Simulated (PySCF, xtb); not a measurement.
Ge(F)2(Br)(Me) (CH3BrF2Ge), SMILES [F][Ge]([CH3])([F])[Br].

GFN2-xTB run with xtb at its own geometry gives an orbital gap of 5.34 eV and a dipole moment of 5.51 D.

Coordinates come from a TPSSh-D3(BJ)/def2-SVP optimisation.

Question: What does PBE/def2-TZVP (PySCF) give? (An estimate is asked for; the answer gives what the named calculation found.)

Answer: gap 5.72 eV (levels -7.65 and -1.93 eV), dipole 3.11 D.
